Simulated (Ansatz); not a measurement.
Start from `[NH2][Mg][N]([SiH3])[SiH3]` and change one atom or group to get `[SiH3]N([SiH3])[Si]S`.

Ansatz, PBE0-D4/def2-TZVP geometries, multiplicity 1. Each molecule was computed in one conformer, which needn't be the lowest.

```
                                        property  `[NH2][Mg][N]([SiH3])[SiH3]`
  size of the dipole moment (PBE/def2-TZVPP) / D                          1.49
             HOMO energy (B3LYP/def2-TZVPP) / eV                         -6.30
             LUMO energy (B3LYP/def2-TZVPP) / eV                         -1.51
             HOMO–LUMO gap (PBE/def2-TZVPP) / eV                          3.18
size of the dipole moment (B3LYP/def2-TZVPP) / D                          1.41
         HOMO–LUMO gap (ωB97M-V/def2-TZVPP) / eV                          9.04
```

(1) What does the change do to each property? (Best estimate.)

Answers

(1) The calculation gave: 
```json
{"property": "size of the dipole moment (PBE/def2-TZVPP) / D", "`[SiH3]N([SiH3])[Si]S`": "1.79", "shift": "0.30"}
{"property": "HOMO energy (B3LYP/def2-TZVPP) / eV", "`[SiH3]N([SiH3])[Si]S`": "-6.68", "shift": "-0.38"}
{"property": "LUMO energy (B3LYP/def2-TZVPP) / eV", "`[SiH3]N([SiH3])[Si]S`": "-1.93", "shift": "-0.42"}
{"property": "HOMO–LUMO gap (PBE/def2-TZVPP) / eV", "`[SiH3]N([SiH3])[Si]S`": "3.28", "shift": "0.10"}
{"property": "size of the dipole moment (B3LYP/def2-TZVPP) / D", "`[SiH3]N([SiH3])[Si]S`": "1.78", "shift": "0.37"}
{"property": "HOMO–LUMO gap (ωB97M-V/def2-TZVPP) / eV", "`[SiH3]N([SiH3])[Si]S`": "9.08", "shift": "0.04"}
```

With PBE0 the HOMO falls by 0.35 eV and the LUMO falls by 0.53 eV, so the gap narrows by about 0.18 eV. PBE moves the HOMO by -0.66 eV and ωB97M-V by -0.01 eV. Dipoles are sizes alone; their direction can turn.

B3LYP here is the variant with VWN-RPA as its local correlation; programs differ in this.
